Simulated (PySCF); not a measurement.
## Field gradients at the hydrogen positions

Species: C7H7F3.
Cartesian coordinates in Å at the GFN2-xTB level; atoms count from 1:
```
atom  x, y, z in Å
C1    -0.702   -1.702   -0.018
C2    -0.385   -0.353   -0.667
F3     0.063   -0.590   -1.957
C4    -1.584    0.562   -0.635
C5    -1.317    1.617    0.138
C6     0.060    1.547    0.608
C7     0.637    0.439    0.125
C8     2.046   -0.018    0.277
F9     2.831    0.962    0.782
F10    2.145   -1.062    1.150
H11   -1.049   -1.548    0.999
H12    0.190   -2.323   -0.003
H13   -1.475   -2.204   -0.595
H14   -2.496    0.322   -1.145
H15   -1.984    2.422    0.384
H16    0.529    2.290    1.226
H17    2.486   -0.351   -0.679
```

Level: PBE0/pcSseg-1 (PySCF, non-relativistic); Q(2H) = 0.00286 b; rigid geometry, the same for H and D, with no vibrational averaging.

Question: Rank these positions by the coupling χzz of a deuteron there, largest first.
A. H16 (vinylic hydrogen)
B. H13 (methyl hydrogen)
C. H14 (vinylic hydrogen)
D. H17 (methine hydrogen)

Answer: C (231 kHz), A (226 kHz), B (211 kHz), D (176 kHz).

Give the electric field gradient Vzz (the principal value of largest size), its asymmetry and the 2H coupling at each hydrogen.

```
atom  bonded to  bond length (Å)  Vzz (au)     η  χzz (kHz)
 H11         C1            1.086    0.3144  0.04        211
 H12         C1            1.087    0.3110  0.04        209
 H13         C1            1.087    0.3133  0.03        211
 H14         C4            1.073    0.3438  0.05        231
 H15         C5            1.074    0.3394  0.04        228
 H16         C6            1.075    0.3357  0.03        226
 H17         C8            1.103    0.2623  0.04        176
```

How does χzz go with the bond length over the 7 C–H bonds?

A straight-line fit has a slope of -17.2 kHz for each 0.01 Å, with a correlation coefficient of -0.99, over lengths from 1.073 to 1.103 Å. The longer bonds have the smaller couplings here.

Isolated species at its GFN2-xTB geometry (one conformer only). GFN2-xTB bond lengths can be off by several hundredths of an ångström, more for odd bonds, and the gradients follow them. The small basis limits the accuracy of the gradients.
